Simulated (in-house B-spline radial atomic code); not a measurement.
OLYP excitations of the krypton ion Kr⁶⁺

Method: OLYP. Computed with a B-spline radial code for spherical atoms: linear response of the closed shell [Ar] 3d10 4s2 with the functional's adiabatic kernel; scalar-relativistic (spin-free one-electron X2C), finite nucleus, no spin-orbit coupling, no double excitations, S, P, D and F terms only; shells from n = 2 respond. Only terms of natural parity with L up to 3 were computed.

Command:
```bash
python run_td.py task.json out
```
Settings (radii: box in bohr, nucleus in fm):
```
Z                        36
electrons                30
configuration            [Ar] 3d10 4s2
hamiltonian              x2c
method                   optx,lyp
box_radius               14.35
rms_radius               4.1884
intervals                70
```

Cost of the run: 0.6 s on 1 thread of AMD EPYC 9R14 (Zen 4), with other jobs on the host.

The lowest states, in the order of their Tamm-Dancoff energies; the method's threshold (minus the highest occupied level) is 101.78 eV. Labels give the largest channel, * marks a mixed state, and oscillator strengths are full-response dipole values. Semilocal kernels can invert the small singlet-triplet splittings of Rydberg terms. Energies in eV:

```json
{"state": "4s → 4p 3P", "full response": "?", "Tamm-Dancoff": "?", "oscillator strength": "-"}
{"state": "4s → 4p 1P", "full response": "21.138", "Tamm-Dancoff": "21.777", "oscillator strength": "1.55"}
{"state": "4s → 4d 3D", "full response": "41.07", "Tamm-Dancoff": "41.21", "oscillator strength": "-"}
{"state": "4s → 4d 1D", "full response": "43.80", "Tamm-Dancoff": "43.84", "oscillator strength": "-"}
{"state": "4s → 5s 3S", "full response": "52.80", "Tamm-Dancoff": "52.82", "oscillator strength": "-"}
{"state": "4s → 5s 1S", "full response": "54.25", "Tamm-Dancoff": "54.32", "oscillator strength": "-"}
{"state": "4s → 5p 3P", "full response": "59.23", "Tamm-Dancoff": "59.26", "oscillator strength": "-"}
{"state": "4s → 5p 1P", "full response": "60.00", "Tamm-Dancoff": "60.05", "oscillator strength": "0.0862"}
{"state": "4s → 4f 3F", "full response": "62.75", "Tamm-Dancoff": "62.83", "oscillator strength": "-"}
{"state": "4s → 4f 1F", "full response": "63.97", "Tamm-Dancoff": "64.00", "oscillator strength": "-"}
{"state": "4s → 5d 3D", "full response": "?", "Tamm-Dancoff": "?", "oscillator strength": "-"}
{"state": "4s → 5d 1D", "full response": "69.95", "Tamm-Dancoff": "69.96", "oscillator strength": "-"}
{"state": "4s → 6s 3S", "full response": "74.44", "Tamm-Dancoff": "74.45", "oscillator strength": "-"}
{"state": "4s → 6s 1S", "full response": "74.90", "Tamm-Dancoff": "74.93", "oscillator strength": "-"}
{"state": "4s → 6p 3P", "full response": "77.37", "Tamm-Dancoff": "77.38", "oscillator strength": "-"}
{"state": "4s → 6p 1P", "full response": "77.64", "Tamm-Dancoff": "77.66", "oscillator strength": "0.0359"}
```

Task: Where does 4s → 5d 3D lie?

Result: At 69.41 eV in full response, 69.43 eV in Tamm-Dancoff.

Task: Where does 4s → 4p 3P lie?

Result: At 14.336 eV in full response, 14.723 eV in Tamm-Dancoff.

Task: How large is the singlet-triplet splitting of 4s → 4p (P terms) in Tamm-Dancoff?

Result: 7.05 eV, from the unrounded values.

Task: What polarisabilities and dispersion coefficient does the method give?

Result: Dipole 2.827 bohr³, quadrupole 3.151 bohr⁵, C6 5.528 hartree·bohr⁶ for two such species.
